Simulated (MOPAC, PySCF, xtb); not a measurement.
Potential energy curve for B2, triplet.

Levels of theory: UKS-TPSSh = unrestricted TPSSh/cc-pVTZ in PySCF; PM3, unrestricted, heats of formation (MOPAC); UKS-B3LYP/6-31G* = unrestricted B3LYP/6-31G*, spherical d (PySCF); GFN1-xTB (xtb).

Energies are in kcal/mol, each relative to the lowest point of its own curve near equilibrium.

| R / Å | UKS-TPSSh | PM3 | UKS-B3LYP/6-31G* | GFN1-xTB |
|---|---|---|---|---|
| 1.21 | 71.7 | (withheld) | 73.2 | 42.1 |
| 1.30 | 34.3 | (withheld) | 34.9 | 12.4 |
| 1.36 | 18.7 | 0.0 | 19.0 | 3.4 |
| 1.44 | 6.3 | 2.0 | 6.4 | 0.0 |
| 1.54 | 0.2 | 9.0 | 0.2 | 4.7 |
| 1.55 | 0.0 | 9.9 | 0.0 | (withheld) |
| 1.61 | 0.2 | 15.6 | (withheld) | 11.4 |
| 1.64 | 1.0 | 18.6 | 0.8 | 14.8 |
| 1.73 | 5.2 | 28.3 | 4.8 | 26.1 |
| 1.79 | (withheld) | 35.0 | (withheld) | 34.1 |

Task: Fill in the missing entries.

Result: 
- 1.21, PM3: 13.2
- 1.30, PM3: 1.9
- 1.55, GFN1-xTB: 5.5
- 1.61, UKS-B3LYP/6-31G*: 0.1
- 1.79, UKS-TPSSh: 9.1
- 1.79, UKS-B3LYP/6-31G*: 7.6

The scan ran from 1.21 to 6.50 Å; beyond the distances shown one of the unrestricted levels run for this scan, shown here or not, changes its spin distribution in one step. The unrestricted determinant behind UKS-TPSSh is spin-contaminated at 1.21 to 1.79 Å (<S²> up to 2.8, against 2.00 for a pure triplet). The unrestricted determinant behind UKS-B3LYP/6-31G* is spin-contaminated at 1.21 to 1.73 Å (<S²> up to 2.9, against 2.00 for a pure triplet).
